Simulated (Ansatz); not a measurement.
`N[Si@@H]1S[Si@]1(F)Cl` at its PBE0-D4/def2-TZVP geometry, where that method's forces vanish. Total charge 0; spin multiplicity 1.

```xyz
9

N    -1.8481   -0.1275   -0.1205
Si   -0.3706    0.2107    0.6357
S     0.9960    1.7151   -0.2114
Si    1.6327   -0.2919   -0.1919
F     2.9434   -0.6038    0.6503
Cl    1.9317   -1.1735   -2.0066
H    -1.9191   -0.3448   -1.1005
H    -2.7209    0.1822    0.2737
H    -0.6450    0.4335    2.0712
```

Problem. What forces (eV/Å) does r2SCAN-D4/def2-TZVPP give on these atoms in Ansatz 0.2.0? (Best estimate.)

Solution. Computed: 
```
N1  -0.022 -0.011  0.018
Si2  0.034 -0.067  0.073
S3   0.043  0.149 -0.033
Si4 -0.083 -0.042  0.040
F5   0.074 -0.001  0.039
Cl6  0.026 -0.039 -0.086
H7  -0.027  0.006 -0.017
H8  -0.030  0.000 -0.023
H9  -0.014  0.005 -0.012
```
